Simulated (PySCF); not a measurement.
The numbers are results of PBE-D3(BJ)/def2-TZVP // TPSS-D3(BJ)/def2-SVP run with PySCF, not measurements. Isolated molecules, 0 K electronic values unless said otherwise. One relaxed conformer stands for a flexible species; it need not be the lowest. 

Reference species: [Y(F)3] (neutral, multiplicity 1).

| Item | Value |
|---|---|
| mean distance from the central atom to its bonded neighbours | 2.004 Å |
| coordination number | 3 |
| LUMO | -3.16 eV |

Changed species: [Y(F)2(OH)] (1 of 3 F replaced by OH; the reference has 0 of 3 F replaced by OH).

Q: Give the shifts of the mean distance from the central atom to its bonded neighbours, coordination number and LUMO.

A: the mean distance from the central atom to its bonded neighbours increases by 0.011 Å, to 2.015 Å; the coordination number hardly moves; the LUMO increases by 0.38 eV, to -2.78 eV.
